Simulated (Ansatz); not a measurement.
Consider the substitution at a C–B bond: `BBC` + `C=C[Si](N)(O)F` → `C=C[Si](N)(F)OC` + `BB`.

Gas-phase electronic energies from Ansatz, PBE0-D4/def2-TZVP geometries. CCSD(T)/CBS adds triple-zeta CCSD(T) − MP2 to the extrapolated MP2 energy (def2 sets, frozen cores). Functionals use def2-TZVPP. B3LYP here is the variant with VWN-RPA as its local correlation; programs differ in this. One conformer a species, not always the lowest.

`BBC`:

Z-matrix (Å, degrees):
```
C
B 1 1.564
H 1 1.091 2 116.3
H 1 1.100 2 106.4 3 120.0
H 1 1.095 2 111.4 3 -126.3
B 2 1.639 1 128.0 3 -9.5
H 2 1.210 1 116.2 3 172.3
H 6 1.201 2 122.0 1 93.1
H 6 1.201 2 122.4 1 -89.2
```

`C=C[Si](N)(O)F`:

Z-matrix (Å, degrees):
```
Si
C 1 1.847
O 1 1.636 2 114.8
N 1 1.700 2 109.3 3 123.0
F 1 1.596 2 106.9 3 -113.1
C 2 1.331 1 123.4 3 -102.1
H 2 1.089 1 118.5 3 77.1
H 3 0.958 1 116.7 2 59.0
H 4 1.008 1 119.7 2 -165.0
H 4 1.007 1 120.6 2 49.6
H 6 1.086 2 121.5 1 -0.5
H 6 1.087 2 122.3 1 179.4
```

`C=C[Si](N)(F)OC`:

Z-matrix (Å, degrees):
```
Si
C 1 1.843
F 1 1.601 2 109.6
N 1 1.701 2 116.1 3 -116.0
O 1 1.626 2 105.5 3 119.2
C 2 1.331 1 123.7 3 -124.4
H 2 1.089 1 118.0 3 57.1
H 4 1.005 1 121.2 2 105.0
H 4 1.005 1 122.8 2 -52.3
C 5 1.410 1 125.4 2 175.1
H 6 1.087 2 122.2 1 -178.7
H 6 1.085 2 121.2 1 1.5
H 10 1.095 5 111.5 1 -37.5
H 10 1.094 5 110.6 1 83.6
H 10 1.092 5 108.4 1 -157.4
```

`BB`:

Cartesian coordinates in Å:
```
B 0.088 -0.806 0.069
B -0.087 0.806 -0.070
H 0.509 -1.484 -0.828
H -0.197 -1.393 1.077
H 0.791 1.572 0.221
H -1.104 1.305 -0.468
```

| level | ΔE (kcal/mol) | difference from CCSD(T)/CBS |
| --- | --- | --- |
| PBE-D4 | 24.1 | 0.0 |
| r2SCAN-D4 | 24.2 | 0.1 |
| PBE0-D4 | 24.2 | 0.1 |
| B3LYP-D4 | 22.1 | -2.0 |
| ωB97X-V | 22.2 | -1.9 |
| ωB97M-V | 23.5 | -0.6 |
| B2PLYP | 23.2 | -0.9 |
| PBE | 24.6 | 0.5 |
| r2SCAN | 24.4 | 0.3 |
| PBE0 | 24.6 | 0.5 |
| B3LYP | 22.7 | -1.4 |
| HF/def2-TZVPP | 20.3 | -3.8 |
| MP2/def2-TZVPP | 24.8 | 0.7 |
| SCS-MP2/def2-TZVPP | 22.9 | -1.2 |
| CCSD/def2-TZVPP | 23.1 | -1.0 |
| CCSD(T)/def2-TZVPP | 23.4 | -0.7 |
| HF/def2-QZVPP | 20.3 | -3.8 |
| MP2/def2-QZVPP | 25.1 | 1.0 |
| SCS-MP2/def2-QZVPP | 23.4 | -0.7 |
| HF/CBS(def2) | 20.2 | -3.9 |
| MP2/CBS(def2) | 25.5 | 1.4 |
| CCSD/CBS(def2) | 23.8 | -0.3 |
| CCSD(T)/CBS | 24.1 | 0 |

Largest T1 diagnostic among the species: 0.012.

In def2-TZVPP, CCSD(T) changes the Hartree–Fock value by +3.0 kcal/mol (the triples alone add +0.2 kcal/mol) and MP2 by +4.4 kcal/mol.
